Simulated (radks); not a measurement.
Results of a calculation; reference values are marked as such.
Excited configurations of Li III: one electron is placed in a higher orbital outside the bare nucleus. The ground configuration is 1s1. Code: a radial shooting solver on a logarithmic mesh with Libxc functionals. Model: scalar-relativistic Kohn-Sham, PBE, spin-polarised, spherical densities, point nucleus; open shells are filled with parallel spins first. Excitation = E - E(ground); binding = E(ion) - E, where the ion is the core of charge +3; n* = 3/sqrt(2 binding) in atomic units, and the quantum defect is n - n*.

outer orbital	excitation (eV)	binding (eV)	n*	quantum defect	eigenvalue (eV)	<r> (bohr)
2p	91.506	30.615	2.000	0.000	-25.328	1.670
4d	114.12	7.997	3.913	0.087	-6.815	6.816
4f	114.28	7.842	3.952	0.048	-6.416	5.901
5s	116.89	5.230	4.839	0.161	-4.604	12.03
5d	116.91	5.210	4.848	0.152	-4.515	11.10
6s	118.45	3.667	5.778	0.222	-3.244	17.28
7s	119.40	2.717	6.713	0.287	-2.414	23.46
7p	119.40	2.718	6.712	0.288	-2.410	23.12

The Delta-SCF ionisation energy is 122.12 eV (NIST Atomic Spectra Database: 122.45 eV, theoretical). Self-interaction in the functional shifts the binding energies and quantum defects, so they are the method's values and not measured ones.
